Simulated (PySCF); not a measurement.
# Ionising SnI

PBE; Sn def2-TZVPPD with ECP28, I def2-TZVPPD with ECP28; scalar-relativistic core potentials (PySCF 2.14). Neutral (UKS): doublet (π ↑), Re = 2.739 Å, ωe = 188 cm⁻¹, De = 3.23 eV, HOMO -4.04 eV, LUMO -3.94 eV.

SnI⁺ (UKS): singlet (closed shell), Re = 2.620 Å, ωe = 230 cm⁻¹, De = 3.79 eV to Sn⁺ + I. The energies at the minima are -512.03367 hartree for SnI and -511.78750 for SnI⁺.

(1) Work out the adiabatic ionisation energy, without and with harmonic zero-point energies (1 hartree = 27.2114 eV, 1 eV = 8065.5 cm⁻¹), and the change of the bond length.

SnI⁻ (UKS): triplet (π ↑↑), Re = 2.943 Å, ωe = 132 cm⁻¹, De = 1.54 eV to Sn + I⁻. The energies at the minima are -512.03367 hartree for SnI and -512.09112 for SnI⁻.

(2) Work out the adiabatic electron affinity, without and with harmonic zero-point energies (1 hartree = 27.2114 eV, 1 eV = 8065.5 cm⁻¹), and the change of the bond length.

These are scalar-relativistic numbers at best; spin–orbit coupling would shift them, the dissociation energy most. For an ion De counts to the pair picked by the measured ionisation energies or electron affinities, which need not be the lowest pair at this level. The highest Kohn–Sham level is positive in this anion. Much of that is self-interaction error, but it also means that the finite basis helps to hold the extra electron. States were picked by a PBE0 search and need not be the measured ground states.

Answers

(1) At PBE: 0.24617 hartree = 6.699 eV between the minima; the zero-point term (230.0 − 188.0)/2 cm⁻¹ = +0.003 eV makes it 6.701 eV. Re changes by -11.9 pm against the neutral. The electron leaves a π orbital, and the shorter bond of the ion fits an antibonding orbital, or a change in how ionic the bond is.

(2) At PBE: 0.05745 hartree = 1.563 eV between the minima; the zero-point term (188.0 − 132.0)/2 cm⁻¹ = +0.003 eV makes it 1.567 eV. Re changes by +20.4 pm against the neutral. The electron enters a π orbital, and the longer bond of the ion fits an antibonding orbital, or a change in how ionic the bond is.
